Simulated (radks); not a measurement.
The numbers below are computed, except where a source is named.
Q: Radial electron density D(r) = 4 pi r^2 rho(r) of an atom or ion with 1 electrons. Code: a radial shooting solver on a logarithmic mesh with Libxc functionals. Model: scalar-relativistic Kohn-Sham, PBE, spin-polarised, spherical densities, point nucleus.

```
   r/bohr * D(r) (the largest magnitude, 0.572, reaches the edge; | marks zero)
  0.07258 |      *
  0.08794 |        *
   0.1066 |            *
   0.1291 |                *
   0.1564 |                     *
   0.1895 |                           *
   0.2297 |                                  *
   0.2805 |                                          *
   0.3399 |                                                *
   0.4118 |                                                    *
    0.499 |                                                      *
   0.6046 |                                                    *
   0.7326 |                                              *
   0.8877 |                                     *
    1.076 |                             *
    1.314 |                      *
    1.592 |                  *
    1.929 |                 *
    2.337 |                *
    2.832 |              *
    3.431 |          *
    4.157 |      *
    5.037 |  *
    6.153 |*
    7.455 *
    9.033 *
```

What is the nuclear charge?

A: Z = 2. The innermost maximum, from 1s, lies near gamma/Z bohr with gamma = sqrt(1 - (Z/c)^2) = 1.000, here 0.5 bohr (found: 0.491), and its height grows with Z. The density is that of the helium ion He+ in 1s0.5 2p0.5; the configuration itself is not fixed sharply by these data. D(r) has 1 maximum, at r = 0.491 bohr.
